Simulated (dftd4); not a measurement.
C₇H₈, charge +1, doublet, at a GFN2-xTB geometry (a state made from the parent by changing its charge; the spin is typed, not shown lowest); D4 for pbe0 run with dftd4.

Input for dftd4:
```
$ dftd4 mol.xyz --func pbe0 --charge 1 --json dftd4.json --noedisp

# file mol.xyz
15

C     -2.36714135    -0.08202114     0.06102383
C     -0.90987217    -0.04047144    -0.05152210
C     -0.14530900    -1.22598770     0.11487862
C      1.22203814    -1.15805312     0.21005963
C      1.86717291     0.07535323     0.03053098
C      1.13056670     1.25881372    -0.13478812
C     -0.23711338     1.19682326    -0.23090456
H     -2.79625964     0.87139746     0.36669162
H     -2.71835841    -0.89810262     0.69316527
H     -2.76997922    -0.29345925    -0.94243784
H     -0.65375911    -2.17531624     0.20023922
H      1.80336128    -2.05208795     0.37845672
H      2.94532487     0.10371484    -0.05692621
H      1.64256067     2.20484027    -0.22732252
H     -0.81494145     2.09227255    -0.40753601
```

The log (banner, timings and long lists left out):

```
                    ____  _____ _____     ____  _  _
      -------------|  _ \|  ___|_   _|---|  _ \| || |------------
     |             | | | | |_    | | ___ | | | | || |_           |
     |             | |_| |  _|   | ||___|| |_| |__   _|          |
     |             |____/|_|     |_|     |____/   |_|            |
     |             ===================================           |
     |            E. Caldeweyher, S. Ehlert & S. Grimme          |
     |          Mulliken Center for Theoretical Chemistry        |
     |                    University of Bonn                     |
      -----------------------------------------------------------

Rational (Becke-Johnson) damping: pbe0-D4-ATM
---------------------
  s6         1.0000
  s8         1.2007
  s9         1.0000
  a1         0.4009
  a2         5.0293
 alp        16.0000
--------------------

Dispersion energy:      -1.0553806429752E-02 Eh

[Info] JSON dump of results written to 'dftd4.json'
```
